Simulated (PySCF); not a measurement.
**Radial density of Xe (xenon, neutral)**

UHF, [Kr] 4d10 5s1 5p6 6p1, high-spin 3P determinant (an excited configuration). All numbers are calculated (PySCF 2.14, a scalar-relativistic core potential, in aug-cc-pVTZ-PP with one added diffuse shell each of d, f type with ECP28MDF (6s5p5d3f, 67 functions)). This is the valence pseudo-density: the core potential removes the inner electrons and smooths the orbitals near the nucleus.

```tsv
r (bohr)	4πr²ρ (e/bohr)	4πr²(ρα − ρβ)
0.00118	1.410e-05	0.0000
0.00199	3.952e-05	0.0000
0.00335	0.0001090	0.0000
0.00564	0.0002879	0.0000
0.00948	0.0006871	0.0001
0.0159	0.001385	0.0002
0.0268	0.002380	0.0003
0.0451	0.003275	0.0004
0.0759	0.006003	0.0004
0.128	0.03381	0.0004
0.215	0.3806	0.0029
0.361	5.260	0.0663
0.607	27.40	0.2038
1.02	15.08	0.1449
1.72	5.123	0.9430
2.89	1.713	0.0563
4.86	0.2993	0.2099
8.18	0.08494	0.0849
13.8	2.413e-05	0.0000
```

Energies and moments cover only the electrons outside the core potential. The outer electron is Rydberg-like, and this basis confines it to a smaller radius and binds it less than a complete one would.
